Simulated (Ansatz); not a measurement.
A structure relaxed at PBE0-D4/def2-SVP in Ansatz, charge 0, singlet:

```xyz
5

Hg   -1.586   -0.759   -0.619
Hg    1.682    0.756    0.272
Te    0.536   -0.014   -1.940
F    -3.189   -1.324    0.360
F     2.556    1.340    1.928
```

Q: Give its formula and point group.

A: the cluster Hg₂TeF₂. Point group C2v (tolerance 0.1 Å).

Q: Summarise the bond lengths by kind (pairs closer than 1.2 times the sum of covalent radii, bridged metal pairs left out).

A: 2 × Hg–Te 2.61 Å; 2 × F–Hg 1.96 Å.

In the def2 sets Hg, Te take a core potential; there is no spin–orbit coupling. The structure comes from a short search, and lower isomers may exist.
